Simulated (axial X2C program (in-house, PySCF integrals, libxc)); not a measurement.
# Curves of INdI from open-shell CI on f3 s1 d(πδ)0

Computed with an in-house all-electron X2C program for linear molecules (integrals from PySCF): two-component X2C with atomic mean-field Coulomb and Gaunt terms, basis I dyall-v3z, Nd dyall-v3z (cores contracted in-house). Orbitals come from Hartree–Fock averaged over the configuration Nd f3 s1 d(πδ)0; CI then distributes these electrons over the f, s, d(πδ) shells of Nd.

Scan along the symmetric stretch (R is each bond); masses I 126.904 u, Nd 141.908 u, I 126.904 u. Energies in cm⁻¹ from the lowest point; levels are followed by energy order within each Ω. Lowest level at 2.992 Å: 100% f3 d(πδ)1.

```csv
R (Å),(1)Ω=6,(1)Ω=5,(1)Ω=4,(1)Ω=3,(1)Ω=7,(1)Ω=2,(2)Ω=4
2.783,5496,5758,5066,5303,6970,5413,6216
2.887,1826,2275,2125,2410,3316,2596,3001
2.992,139,584,767,1183,1642,1589,1780
3.112,0,423,710,1180,1517,1757,2319
3.231,1186,1583,1905,2381,2715,2963,3698
3.366,3595,3964,4300,4770,5137,5336,6105
3.531,7488,7825,8163,8619,9043,9160,9970
```

**Question.** Fit the curves (1)Ω=6, (1)Ω=5, (1)Ω=4, (1)Ω=7 near their minima.

**Answer.** From the open-shell CI curves, Te from the lowest:

| level | Te (cm⁻¹) | Re (Å) | ωe (cm⁻¹) |
| --- | --- | --- | --- |
| (1)Ω=6 | 0 | 3.061 | 119.8 |
| (1)Ω=5 | 430 | 3.063 | 119.9 |
| (1)Ω=4 | 696 | 3.054 | 114.2 |
| (1)Ω=7 | 1511 | 3.060 | 119.9 |

Without dynamic correlation distances can be off by several hundredths of an Å (long for ionic bonds, short for multiple bonds) and the wavenumbers are rough.

The 7 lowest curves are shown; the next is (2)Ω=6, from 1838 cm⁻¹.

Dynamic correlation is missing, so gaps between terms are too wide and other configurations may lie lower; the lowest level listed is that of this model, not necessarily the ground state. The lowest levels belong to f3 d(πδ)1, not to the averaged configuration, so orbitals and distance suit them less well. At most 4 roots were kept for each Ω > 0 (twice that for Ω = 0) within 2.2 eV of the lowest, so higher up levels can be missing between those listed; levels with Ω > 0 are doubly degenerate and listed once, Ω = 0 levels singly. States that fill the shells left empty in the average are placed too high. The molecule was held linear; bending was not examined.
